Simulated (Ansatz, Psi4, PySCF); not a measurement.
Molecule: C4H5N, net charge 0, singlet state. SMILES: C=CCC#N
Geometry from a B3LYP-D3(BJ)/def2-TZVP (Ansatz, a program for electronic structure) optimisation:
```xyz
10

C     -2.1869     0.0014    -0.0997
C     -1.0155     0.1347     0.5022
C      0.1869    -0.7208     0.1919
C      1.3507     0.0760    -0.1935
N      2.2591     0.7158    -0.4883
H     -3.0292     0.6267     0.1648
H     -2.3480    -0.7354    -0.8782
H     -0.8741     0.8865     1.2709
H     -0.0398    -1.4231    -0.6129
H      0.4670    -1.3137     1.0688
```
Charge 0, spin multiplicity 1.

Quantity: size of the dipole moment, in D. Terms: spin-orbit terms left out; LANL2DZ all-electron up to Ne; 6-311+G** with 5d; six Cartesian d functions in 6-31G* and its kin unless marked 5d; non-relativistic; no dispersion term unless named. Ab initio and DFT rows: single points at B3LYP-D3(BJ) geometries (Ansatz).

```
level               program  size of the dipole moment (D)
------------------  -------  -----------------------------
PBE/LANL2DZ          Ansatz                           3.87
BLYP/6-31G*          Ansatz                           3.73
BP86/def2-SVP         PySCF                           3.69
B3LYP/6-31G*         Ansatz                           3.83
M06-2X/6-31G* (5d)    PySCF                           3.83
M06-2X/6-311+G**      PySCF                           4.05
wB97X-D/6-31G*         Psi4                           3.92
```

No value to compare with is used here. The 7 habitual levels span 3.69 (BP86/def2-SVP) to 4.05 D (M06-2X/6-311+G**).

The levels are drawn from those run, B3LYP/6-31G* more often than the rest, none by its result; left out are runs that failed, that the program found above a lower state of the same kind, or whose <S^2> lies over 0.5 above the pure value.
